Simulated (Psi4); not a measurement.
Pair of molecules, SMILES N#N with SMILES [GeH4], pulled apart as rigid monomers along the line of their centres of mass from the B3LYP-D3(BJ)/def2-TZVP minimum (SMILES order as in the coordinates).
Starting geometry (charge 0, multiplicity 1):
```xyz
7

N     -0.21362    -0.07657    -1.11253
N     -0.50002     0.37811    -0.16329
Ge     0.14165    -0.05905     3.35463
H      0.51980    -0.38048     4.80891
H     -0.53916    -1.28224     2.72325
H      1.41160     0.28368     2.56210
H     -0.82041     1.13658     3.32684
```

These are SAPT0/aug-cc-pVDZ (Psi4) values and carry that method's errors.

| N2···Ge3 (Å) | electrostatics (kJ/mol) | exchange (kJ/mol) | induction (kJ/mol) | dispersion (kJ/mol) | total |
|---|---|---|---|---|---|
| 3.24 | -4.8 | 13.3 | -1.5 | -7.9 | -0.9 |
| 3.60 | -1.7 | 4.1 | -0.5 | -4.4 | -2.5 |
| 4.14 | -0.4 | 0.7 | -0.1 | -1.9 | -1.8 |
| 5.04 | -0.1 | 0.0 | 0.0 | -0.6 | -0.7 |
| 6.48 | ___ | ___ | 0.0 | -0.1 | -0.1 |

**Question.** Fill in the missing entries.

**Answer.** 
- 6.48, exchange (kJ/mol): 0.0
- 6.48, electrostatics (kJ/mol): 0.0
